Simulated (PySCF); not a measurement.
Compound: [In(NMe2)H3]-, C2H9InN (charge -1).
Z-matrix (Å and degrees, PBE0-D3(BJ)/def2-SVP geometry), rows numbered from 1:
```
In
N   1  2.1637
C   2  1.4200  1  118.31
C   2  1.4203  1  118.47  3  -140.28
H   3  1.1209  2  112.47  1   157.73
H   3  1.1046  2  111.04  1    38.31
H   3  1.1256  2  115.08  1   -82.57
H   4  1.1044  2  111.04  1   -38.57
H   4  1.1259  2  115.06  1    82.32
H   4  1.1206  2  112.43  1  -158.00
H   1  1.7818  2  104.69  3   -48.66
H   1  1.7830  2  104.95  3  -169.39
H   1  1.7951  2  109.31  3    71.00
```

Method: PBE0-D3(BJ)/def2-SVP geometry optimisation, gas phase, def2 core potentials past Kr in PySCF.

Masses are those of the commonest isotopes; rigid-rotor values at the optimised geometry. 

**Question.** What are A, B and C (MHz)?

**Answer.** Ia = 61.49, Ib = 248.73, Ic = 292.81 u·Å²; 505379 MHz·u·Å²/I gives A = 8218, B = 2032, C = 1726 MHz.

**Question.** What kind of rotor is it?

**Answer.** A near-prolate asymmetric top. Ray's parameter κ = (2B − A − C)/(A − C) = -0.906; −1 is the prolate and +1 the oblate limit.

**Question.** What does the inertial defect say?

**Answer.** Not planar: Δ = Ic − Ia − Ib = -17.40 u·Å². For a rigid frame Δ = −2 Σ m c², so Σ m c² = 8.70 u·Å² lies off the ab plane: 7.59 from hydrogen and 1.11 from heavier atoms. The atom farthest from that plane is 1.76 Å away.

**Question.** List the rotational levels J(Ka,Kc) to J = 5 (cm⁻¹).

**Answer.** Above 0(0,0):
J = 1: 1(0,1) 0.1253, 1(1,1) 0.3317, 1(1,0) 0.3419
J = 2: 2(0,2) 0.3757, 2(1,2) 0.5722, 2(1,1) 0.6028, 2(2,1) 1.2219, 2(2,0) 1.2223
J = 3: 3(0,3) 0.7502, 3(1,3) 0.9327, 3(1,2) 0.9939, 3(2,2) 1.5979, 3(2,1) 1.5998, 3(3,1) 2.6555, 3(3,0) 2.6555
J = 4: 4(0,4) 1.2480, 4(1,4) 1.4130, 4(1,3) 1.5150, 4(2,3) 2.0990, 4(2,2) 2.1045, 4(3,2) 3.1576, 4(3,1) 3.1576, 4(4,1) 4.6372, 4(4,0) 4.6372
J = 5: 5(0,5) 1.8675, 5(1,5) 2.0127, 5(1,4) 2.1655, 5(2,4) 2.7250, 5(2,3) 2.7377, 5(3,3) 3.7855, 5(3,2) 3.7857, 5(4,2) 5.2647, 5(4,1) 5.2647, 5(5,1) 7.1672, 5(5,0) 7.1672
Those of J = 1 are B + C, A + C and A + B.

**Question.** Which types of transition are allowed, and where do some lines up to J = 4 fall?

**Answer.** The dipole components (about the centre of mass, as the species is charged) are |μa| = 0.61 D, |μb| = 0.00 D, |μc| = 0.13 D; the mirror of this Cs structure is the ac plane, so μb vanishes by symmetry and there are no b-type lines. The squared components, which scale the intensities, stand as 1.00 : 0.04 (a : c). Some lines, for components of 0.1 D or more:

```tsv
type	branch	J(Ka,Kc)	MHz	lower level (cm⁻¹)
a	Q	3(1,2) ← 3(1,3)	1835	0.933
a	R	1(0,1) ← 0(0,0)	3758	0.000
c	Q	3(1,3) ← 3(0,3)	5470	0.750
c	R	1(1,0) ← 0(0,0)	10250	0.000
a	R	3(0,3) ← 2(0,2)	11229	0.376
a	R	4(3,1) ← 3(3,0)	15054	2.655
a	R	4(1,3) ← 3(1,2)	15620	0.994
c	R	3(1,2) ← 2(0,2)	18535	0.376
c	R	2(2,0) ← 1(1,0)	26392	0.342
c	R	3(2,1) ← 2(1,1)	29888	0.603
c	Q	3(3,1) ← 3(2,1)	31649	1.600
c	R	4(2,2) ← 3(1,2)	33296	0.994
c	R	3(3,0) ← 2(2,0)	42967	1.222
c	R	4(3,1) ← 3(2,1)	46704	1.600
c	R	4(3,2) ← 3(2,2)	46757	1.598
c	R	4(4,0) ← 3(3,0)	59410	2.655
c	R	4(4,1) ← 3(3,1)	59410	2.655
```

**Question.** Estimate the classical rotational partition function at 25 K, 100 K and 500 K.

**Answer.** Point group Cs, symmetry number σ = 1; q = (√π/σ)·√((kT/h)³/(ABC)), k/h = 20836.6 MHz/K: 3930 at 25 K, 31400 at 100 K, 351000 at 500 K.

Whether it is a minimum is left open (no frequencies). Zero-point vibration and centrifugal distortion are left out. A rigid rotor knows nothing of internal rotation, which can split or shift real lines. Quadrupole hyperfine structure (14N) is left out.
